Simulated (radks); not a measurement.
Values are calculated unless marked as measured or tabulated.
Question: Radial electron density D(r) = 4 pi r^2 rho(r) of an atom or ion with 49 electrons. Level of theory: scalar-relativistic Kohn-Sham, PBEsol, spin-polarised, spherical densities, finite nucleus; Fermi nuclear charge, rms radius of each element as measured or else 0.836 A^(1/3) + 0.57 fm (a radial shooting solver on a logarithmic mesh with Libxc functionals).

r (bohr)  D(r) (e/bohr)  spin D(r)
0.001028          1.524  0.0000236
0.001206          2.020  0.0000313
0.001416          2.668  0.0000414
0.001648          3.464  0.0000537
0.001934          4.541  0.0000704
0.002269          5.924  0.0000919
0.002663          7.684   0.000119
0.003125          9.900   0.000154
0.003638          12.50   0.000195
0.00427           15.85   0.000248
0.005011          19.87   0.000313
0.00588           24.60   0.000392
0.0069            30.01   0.000487
0.008033          35.69   0.000594
0.009427          42.01   0.000728
0.01106           48.34   0.000892
0.01298           54.18    0.00110
0.01511           58.74    0.00136
0.01774           61.93    0.00176
0.02081           63.07    0.00234
0.02442           62.07    0.00323
0.02866           59.45    0.00461
0.03337           56.50    0.00658
0.03916           54.50    0.00963
0.04595           55.27     0.0140
0.05392           59.71     0.0202
0.06328           67.16     0.0289
0.07367           74.78     0.0408
0.08645           79.92     0.0592
0.1014            79.17     0.0871
0.119             72.25      0.128
0.1397            62.58      0.184
0.1626            55.96      0.243
0.1909            55.55      0.294
0.224             60.79      0.305
0.2628            65.42      0.250
0.3084            62.59      0.137
0.3591            51.44     0.0281
0.4214            35.72    0.00195
0.4945            23.61      0.142
0.5803            19.22      0.441
0.681             20.35      0.788
0.7928            21.68       1.02
0.9303            20.05       1.06
1.092             15.57      0.933
1.281             10.49      0.748
1.503             6.554      0.608
1.75              4.211      0.544
2.054             2.783      0.517
2.41              1.886      0.479
2.829             1.224      0.407
3.293            0.7522      0.322
3.864            0.4345      0.251
4.535            0.2828      0.219
5.322            0.2356      0.218
6.245            0.2163      0.213
7.27             0.1792      0.179
8.532            0.1161      0.116
10.01           0.05743     0.0574
11.75           0.02206     0.0221
13.79          0.006443    0.00644
16.05          0.001468    0.00147
18.84         0.0002119   0.000212

What is the nuclear charge?

Answer: Z = 49. The innermost maximum, from 1s, lies near gamma/Z bohr with gamma = sqrt(1 - (Z/c)^2) = 0.934, here 0.0191 bohr (found: 0.0208), and its height grows with Z. The density is that of neutral indium in [Kr] 4d9 5s2 5p1 6s1; the configuration itself is not fixed sharply by these data, and Z only to a few units. D(r) has 4 maxima, at r = 0.0208, 0.0922, 0.271, 0.799 bohr, and minima at 0.0411, 0.178, 0.594 bohr, inside which lie 2.01, 11.16, 29.01 electrons.
